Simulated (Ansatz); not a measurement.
Compare A (`C[CH2][Ge][NH2]`) with its isomer B (`C/N=[CH]\[GeH3]`).

Gas-phase electronic energies from Ansatz, PBE0-D4/def2-TZVP geometries. CCSD(T)/CBS adds triple-zeta CCSD(T) − MP2 to the extrapolated MP2 energy (def2 sets, frozen cores). DFT in def2-TZVPP. B3LYP here is the variant with VWN-RPA as its local correlation; programs differ in this. For Ge outer-core shells are correlated without core-valence functions, which leaves a few kJ/mol of doubt a bond. Scalar relativity is left out up to krypton. Each species was taken in one conformer, which may not be the lowest.

A:

Z-matrix (Å, degrees):
```
C
C 1 1.528
H 1 1.094 2 111.5
H 1 1.094 2 112.0 3 120.3
H 1 1.095 2 111.7 3 -119.8
Ge 2 2.010 1 110.0 3 63.2
H 2 1.095 1 110.8 3 -58.8
H 2 1.094 1 110.0 3 -177.1
N 6 1.819 2 95.7 1 -88.8
H 9 1.009 6 125.3 2 -2.8
H 9 1.007 6 122.4 2 176.7
```

B:

```xyz
11

C    -0.6411   -1.5366    0.2428
N     0.4552   -1.2444   -0.6363
C     0.8742   -0.0621   -0.7606
Ge    0.2168    1.5873    0.1292
H    -0.3091   -2.2592    0.9933
H    -1.4355   -2.0212   -0.3311
H    -1.0618   -0.6610    0.7583
H     1.7133    0.0815   -1.4487
H     0.3392    1.4941    1.6593
H    -1.2491    1.8809   -0.2311
H     1.0979    2.7408   -0.3752
```

Question: Which isomer does CCSD(T)/CBS put lower? Give the gap. (Estimate.)

Answer: The calculation gave: A, by 35.2 kcal/mol.

Question: Give E(B) − E(A) in kcal/mol with CCSD(T)/def2-TZVPP, CCSD/def2-TZVPP, MP2/def2-TZVPP, B2PLYP, PBE-D4, B3LYP-D4, r2SCAN-D4. (Best estimate.)

Answer: The calculation gave: CCSD(T)/def2-TZVPP 31.4, CCSD/def2-TZVPP 32.1, MP2/def2-TZVPP 33.9, B2PLYP 33.7, PBE-D4 33.5, B3LYP-D4 34.5, r2SCAN-D4 32.3. None reverses the order clearly.

Largest T1 diagnostic: 0.013.

In def2-TZVPP, CCSD(T) changes the Hartree–Fock value by +1.0 kcal/mol (the triples alone add −0.6 kcal/mol) and MP2 by +3.5 kcal/mol.
